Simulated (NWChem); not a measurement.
## HAl in NWChem

```xyz
2

Al     0.0000     0.0000     0.1203
H      0.0000     0.0000    -1.5639
```
Charge 0, spin multiplicity 1.

Everything below was run with NWChem. All single points use one geometry, from PBE/def2-SVP, a minimum by its harmonic frequencies.

Symmetry labels belong to the abelian group C2v used in the runs, with the axes of the coordinates shown; states degenerate in a higher group split over its labels.

The structure started from a generated list of species.

**Question.** List the lowest 3 singlet excitations that TD-PBE/def2-SVPD gives, with oscillator strengths.

**Answer.** 
| state | symmetry | energy (eV) | wavelength (nm) | f |
|---|---|---|---|---|
| 1 | b1 | 2.80 | 443 | 0.039 |
| 2 | b2 | 2.80 | 443 | 0.039 |
| 3 | a1 | 5.22 | 238 | 0.145 |
